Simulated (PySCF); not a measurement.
**Electron correlation in Si (silicon, neutral)**

[Ne] 3s2 3p2, high-spin 3P determinant. All numbers are calculated (PySCF 2.14, no relativity, point nucleus, in aug-cc-pV(T+d)Z). Frozen: [Ne]; 4 electrons correlated.

| level | correlation energy (mhartree) |
| --- | --- |
| CCSD | -74.87 |
| (T) | -2.58 |
| CCSD(T) | -77.45 |

Diagnostics: T1 = 0.012, D1 = 0.0306, largest double amplitude 0.077.

Cost of the coupled-cluster step: about 1.7 core-seconds, for 4 correlated electrons.
